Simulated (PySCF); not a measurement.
AlSb: frontier orbitals

PBE0 at R = 2.760 Å; basis Al cc-pV(T+d)Z, Sb cc-pVTZ-PP with ECP28; scalar-relativistic core potentials; PySCF 2.14. State: ³Σ⁻ (triplet), unpaired electrons π ↑↑. Only the outer orbitals are listed, counted within each symmetry, core potentials removing the inner ones.

```
spin  orbital  occ.  ε (eV)  on Al (%)            main shells (%)
   α       7σ     1  -14.92          7                    92 Sb s
   α       8σ     1   -9.11         72           72 Al s, 21 Sb p
   α       4π     1   -6.38          9                    90 Sb p
   α       4π     1   -6.38          9                    90 Sb p
   α       9σ     1   -5.48         49  51 Sb p, 27 Al p, 21 Al s
   α       5π     0   -1.84         90                    90 Al p
   α       5π     0   -1.84         90                    90 Al p
   α      10σ     0    0.25         91           95 Al p, 25 Sb p
   β       7σ     1  -13.29         11                    88 Sb s
   β       8σ     1   -8.76         75   75 Al s, 16 Sb p, 9 Sb s
   β       9σ     1   -5.17         49  50 Sb p, 33 Al p, 15 Al s
   β       4π     0   -3.25         31           68 Sb p, 29 Al p
   β       4π     0   -3.25         31           68 Sb p, 29 Al p
   β       5π     0   -1.28         71           70 Al p, 28 Sb p
```

Problem. Which are the highest filled and the lowest empty level, where do they sit, and how wide is the gap?

Solution. Highest filled β 9σ at -5.17 eV (in %: 50 Sb p, 33 Al p, 15 Al s); lowest empty β 4π at -3.25 eV (in %: 68 Sb p, 29 Al p); the gap at PBE0 is 1.92 eV.

```json
{
  "bond order (Mayer)": "1.13",
  "⟨S²⟩": "2.007",
  "charge on Al (Mulliken, basis-dependent)": "0.18",
  "charge on Al (Löwdin, basis-dependent)": "0.03",
  "dipole moment (positive dipole means Al(−)Sb(+))": "-0.80 D",
  "polarisability along the bond": "144.2 bohr³",
  "polarisability across the bond": "83.8 bohr³"
}
```

Spin–orbit coupling is left out. The state was picked by a PBE0 search and need not be the measured ground state.
